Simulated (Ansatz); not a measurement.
Species: C3HF3, net charge 0, singlet state. 
Structure (B3LYP-D3(BJ)/def2-TZVP (Ansatz, a first-principles code) minimum search):
```xyz
7

C      2.3167    -0.1977     0.0087
C      1.1258    -0.0961     0.0042
C     -0.3291     0.0281    -0.0012
F     -0.8021     0.2974     1.2287
F     -0.9158    -1.1070    -0.4214
F     -0.7329     1.0187    -0.8165
H      3.3763    -0.2881     0.0127
```
Charge 0, spin multiplicity 1.

Parts of the frozen-core correlation energy in 6-31G* (Ansatz, hartree). Frozen orbitals: 6; correlated occupied orbitals by spin: 17 and 17; virtual: 69 and 69. No spin-orbit coupling. Non-relativistic.

| term | value |
|---|---|
| reference (HF) | -412.43040 |
| MP2 opposite-spin | … |
| MP2 same-spin | … |
| CCSD correlation | -0.89762 |
| (T) | … |
| T1 diagnostic | 0.013 |
| largest doubles amplitude | 0.096 |

### Question
Fill in the missing entries.

### Answer

- MP2 opposite-spin, value: -0.63926
- MP2 same-spin, value: -0.24318
- (T), value: -0.02757
